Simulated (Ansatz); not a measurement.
Total energies of `[O]=[Cr](=[O])([F])[Cl]`.

```xyz
5

O     0.6012    0.4034   -1.4067
Cr   -0.0685    0.0362   -0.0747
O    -0.9210    1.2266    0.3877
F    -1.0409   -1.3467   -0.2652
Cl    1.4293   -0.3196    1.3590
```

Charge 0, multiplicity 1. Correlated methods include outer-core shells of Cr, which these sets cover unevenly. Scalar relativity is left out up to krypton. The structure was optimised at the PBE0-D4/def2-TZVP level. Basis def2-TZVPP, Ansatz 0.2.0.

RPA on PBE orbitals: Hartree–Fock energy of these orbitals -1751.75824 Eh, correlation -2.42287 Eh (frozen core).

```csv
functional,energy without D4 (Eh),D4 term (kJ/mol)
LDA (SPW92),-1749.86285,–
PBE,-1754.60369,-14.5
revPBE,-1754.99070,-41.2
BLYP,-1755.28614,-32.1
B97M-V,-1754.75657,–
r2SCANh,-1755.00136,-3.4
r2SCAN0,-1754.90146,-3.8
HSE06 (plane-wave form),-1754.52041,-11.4
BHLYP,-1754.91635,-19.4
CAM-B3LYP,-1755.15187,-12.4
ωB97X-V,-1754.85536,–
ωB97M-V,-1754.99638,–
B2PLYP,-1754.82163,–
PBE-QIDH,-1754.35529,–
```

(1) Give the same for r2SCAN, PBE0, B3LYP, LC-ωPBE. (An estimate is asked.)

B3LYP takes the VWN-RPA correlation (the form of Gaussian; ORCA's B3LYP/G). HSE06 is the plane-wave form, built on full-range PBE exchange. The double hybrids freeze the cores in their second-order part.

Results:

(1) Computed: 
| functional | energy without D4 (Eh) | D4 term (kJ/mol) |
| --- | --- | --- |
| r2SCAN | -1755.07002 | -3.2 |
| PBE0 | -1754.54491 | -12.1 |
| B3LYP | -1755.21614 | -23.8 |
| LC-ωPBE | -1754.69432 | – |

LC-ωPBE has ω = 0.4 bohr⁻¹.
